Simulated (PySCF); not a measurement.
## Static response to an electric field

C7H9PSe.
Geometry (PBE0-D3(BJ)/def2-SVP, Å), atoms numbered from 1 in this order:
```
atom  x, y, z in Å
C1     2.7586    1.2030   -0.7253
C2     2.3373    0.0678   -0.1464
C3     0.9560   -0.3168    0.0408
C4     0.4934   -1.4378    0.6519
C5    -0.9596   -1.5908    0.7111
C6    -1.6825   -0.6126    0.1232
C7    -3.1541   -0.4383    0.0486
P8    -0.5077    0.6162   -0.5412
Se9   -0.8195    2.6224   -0.0272
H10    2.0526    1.9561   -1.0889
H11    3.8244    1.4185   -0.8260
H12    3.0755   -0.6498    0.2315
H13    1.1633   -2.1865    1.0848
H14   -1.4192   -2.4439    1.2190
H15   -3.4319    0.5769    0.3765
H16   -3.6737   -1.1722    0.6808
H17   -3.5222   -0.5521   -0.9850
H18   -0.4967    0.3343   -1.9406
```

Level: PBE0/def2-SVPD (PySCF), static field, nuclei fixed, core orbitals frozen in the response. The polarisability tensor in these axes (au):

```
x   168.24   9.52  -8.42
y     9.52 161.06 -17.65
z    -8.42 -17.65 101.25
```

Give the principal values, the mean and the anisotropy Δα = √{½[(α1 − α2)² + (α2 − α3)² + (α1 − α3)²]}.

Principal values 95.99, 155.83 and 178.73 au; mean 143.52 au = 21.27 Å³ = 23.66 × 10⁻⁴⁰ C²·m²/J; Δα = 74.00 au (52 % of the mean).

What is the dipole moment, and where does it point?

(0.29, -4.35, -0.31) D, 4.37 D in size, pointing from the negative to the positive side. Measured along this direction, the outermost atoms are Se9 at the negative end and H14 and H13 at the positive end.

Find the Langevin capture rate constant for NH4+ (18.034 u) meeting this molecule (203.961 u), k = 2.342 × 10⁻⁹ cm³/s × √(α in Å³ / reduced mass in u).

The reduced mass is 16.57 u, so k = 2.65 × 10⁻⁹ cm³/s. The formula leaves out the permanent dipole, which adds to the capture rate.

How large is μ²/3kT at 250 K beside α?

In Gaussian units μ²/3kT = 184.48 Å³ against 21.27 Å³, a ratio of 8.67; the Debye molar polarisation (4π/3)N_A(α + μ²/3kT) is 519.0 cm³/mol, leaving out the vibrational part.

Sum over states: ᾱ = Σ f/ω², ω in Eh. What share falls to these 10 lowest TDDFT singlets (eV, f)? 2.76, 0.0003; 2.81, 0.0083; 3.59, 0.1630; 4.92, 0.0149; 4.95, 0.0141; 5.17, 0.0122; 5.26, 0.0216; 5.35, 0.0074; 5.41, 0.0082; 5.57, 0.0032.

They add up to 12.42 au, 8.7 % of the 143.52 au; the largest single term is 9.34 au, from the state at 3.59 eV. Terms in order: 0.03, 0.78, 9.34, 0.45, 0.43, 0.34, 0.58, 0.19, 0.21, 0.08 au. Higher excitations give the rest. The strengths listed sum to 0.253.

Molar refractivity from α?

Lorentz–Lorenz: R = (4π/3)N_A α = 2.5225 cm³/(mol·Å³) × 21.27 Å³ = 53.6 cm³/mol, in the limit of long wavelengths.

Geometry: PBE0-D3(BJ)/def2-SVP, one conformer, isolated molecule. The calculation is non-relativistic, for selenium too.

The run behind these numbers computed excited states and ΔSCF ions as well. Time: 10 min of wall time; peak memory 1.2 GiB. Hardware: one thread of an Arm Neoverse V1, on a shared host.
